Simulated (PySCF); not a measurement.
Gas-phase reaction: Cu2 + 2 HF ⇌ 2 CuF + 2 H

Energies from PySCF, thermal terms from the rigid-rotor harmonic-oscillator model, ideal gas at 1 bar. 'Table' is the NASA 1993 thermochemical table (part measured, part estimated). After a fit of one offset per element over all species, the range-separated, M06-2X, PBE0/def2-QZVP and CCSD(T)/def2-TZVPP enthalpies, where run, lie to one side of the table for Cu2 (-17 kJ/mol): a fault of the table's entry, another state or a shared error of the levels is possible; this was not checked at source. † marks an energy on the PBE0/def2-TZVP geometry and frequencies; other levels use their own. 6-31G* has spherical d functions here. Open shells (unrestricted): H (multiplicity 2); the rest are closed-shell singlets. B3LYP is the form with VWN-RPA correlation. Cu: all electrons, no relativistic terms. The table's entry may be an old estimate for Cu2, CuF (not checked at source).

BLYP/def2-TZVP† gives ΔH°(298 K) = 515.2 kJ.

Problem. What does B3LYP/6-31G* give, and where does the table lie?

Solution. B3LYP/6-31G*: 317.0 kJ. Table: 470.6 kJ.
